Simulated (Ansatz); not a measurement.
Wavefunction ladder for CH6BClSi, SMILES `C[SiH2]BCl`

```xyz
10

C     0.0352   -0.1913   -1.4733
Si   -0.1143   -0.6789    0.3281
B     0.0600    0.8744    1.6024
Cl    0.3246    2.4919    1.0055
H     1.0049    0.2723   -1.6673
H    -0.0653   -1.0606   -2.1263
H    -0.7396    0.5301   -1.7422
H     0.9340   -1.6788    0.6921
H    -1.4329   -1.3297    0.5902
H    -0.0067    0.7707    2.7907
```

Total charge 0; spin multiplicity 1. All single points use the PBE0-D4/def2-TZVP geometry. It is one conformer, not always the lowest. Frozen core, restricted reference, Ansatz 0.2.0. CBS rows extrapolate triple and quadruple zeta; past MP2 they add the triple-zeta difference.

| basis | HF (Eh) | MP2 corr. | CCSD corr. | (T) | CCSD(T) total |
| --- | --- | --- | --- | --- | --- |
| def2-SVP | -814.22098 | ? | -0.52205 | -0.01406 | ? |
| def2-TZVPP | -814.55220 | -0.59234 | ? | -0.02578 | ? |
| def2-QZVPP | -814.57683 | -0.63845 | – | – | – |
| CBS(def2) | ? | ? | -0.73260 | as TZ | ? |

(1) Fill in the withheld values. (Estimate.)

Results:

(1) Computed: def2-SVP MP2 corr.: -0.46197; def2-SVP CCSD(T) total: -814.75709; def2-TZVPP CCSD corr.: -0.65232; def2-TZVPP CCSD(T) total: -815.23030; CBS(def2) HF (Eh): -814.58022; CBS(def2) MP2 corr.: -0.67261; CBS(def2) CCSD(T) total: -815.33860.
